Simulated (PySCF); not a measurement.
Te(SH)(GeH3) (GeH4STe), SMILES S[Te][GeH3]. Geometry optimised at PBE-D3(BJ)/def2-SVP. This is a generated structure with no PubChem entry under its InChIKey; it may be hypothetical. The def2 effective core potentials stand for the cores of Te; spin–orbit coupling is left out. The values are those of a single conformer.

Question: Give the equilibrium geometry at PBE-D3(BJ)/def2-SVP (PySCF confirms it by a frequency run) as Cartesian coordinates in Å. (An estimate is asked for; the answer gives what the named calculation found.)

Answer: Several could match; the one computed here: 
```xyz
7

Te     0.0189     0.3795     0.8728
S      1.5933     1.5094    -0.6323
H      0.7047     2.4235    -1.1215
Ge    -0.7630    -1.2951    -0.9462
H      0.4514    -2.1126    -1.4526
H     -1.8146    -2.2358    -0.2951
H     -1.4043    -0.5128    -2.1212
```
Charge 0, spin multiplicity 1.
